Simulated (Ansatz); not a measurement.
```yaml
crystal:
  periodic: [false, false, false]
  atoms:
    - {symbol: Cl, position_ang: [-1.330794, -0.819751, -1.487481]}
    - {symbol: Ge, position_ang: [-0.091385, 1.366244, -1.234851]}
    - {symbol: C, position_ang: [1.075029, -0.034325, 0.030176]}
    - {symbol: Al, position_ang: [-0.747202, -0.511882, 0.553902]}
    - {symbol: H, position_ang: [-0.966688, 1.303831, 0.109540]}
    - {symbol: H, position_ang: [1.679698, 0.651860, 0.909708]}
    - {symbol: H, position_ang: [1.746723, -0.523645, -0.359347]}
    - {symbol: H, position_ang: [-1.612922, -0.890873, 1.675176]}
basis:
  gaussian: {orbitals: 6-31G}
magnetization: {spin_polarized: true, initial_magnetization: 1}
hamiltonian: {xc: {name: PBEsol}}
output: {forces: true}
```

```sh
$ ansatz run in.yaml --threads 4 --pin off --events-out ev --progress --plain --max-ram 10444MiB
```

It prints (some lines left out):

```
Error: a molecule whose nuclei and cores have a total charge of 72 cannot have a net charge of 0 together with 1 unpaired electrons
```

**Question.** Something in this input is off. What?

**Answer.** The number of unpaired electrons doesn't fit the electron count. The input was rejected before any iteration.
